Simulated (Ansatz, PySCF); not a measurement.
Process, species as SMILES: O[Si](O)(O)N[Si](O)(O)O + N (NH3) + 6 [SiH4] (SiH4) → 2 N[SiH3] + 6 O[SiH3] [hydroxysilane]
Each molecule is optimised on its own at B3LYP-D3(BJ)/def2-TZVP (Ansatz, a quantum-chemistry and plane-wave program), one conformer each, not searched for the lowest. Frequencies are from Ansatz or PySCF.

Quantity: bond separation energy (0 K, with B3LYP-D3(BJ) harmonic zero-point energies), in kJ/mol. Cores are frozen in the correlated levels unless marked. Spin-orbit coupling is left out. Non-relativistic. CBS marks a two-point X^-3 extrapolation of the correlation energy; Hartree-Fock from the larger set. The bracket is a focal-point correction in the basis named.

RI-MP2/CBS(cc-pV(T+d)Z,cc-pV(Q+d)Z)+[CCSD(T)-MP2]/cc-pV(T+d)Z (Ansatz) gives 233.1 kJ/mol.

Question: Another calculation gave 201.7 kJ/mol. Which level was it?
(A) revPBE/def2-TZVPD (Ansatz)
(B) PBE-QIDH/def2-TZVPD (Ansatz)
(C) B2PLYP/def2-TZVPD (Ansatz)
(D) SVWN5/def2-TZVPD (Ansatz)

Answer: A, revPBE/def2-TZVPD (Ansatz). The others give 217.1 (B2PLYP), 233.8 (PBE-QIDH), 267.2 (SVWN5) kJ/mol.
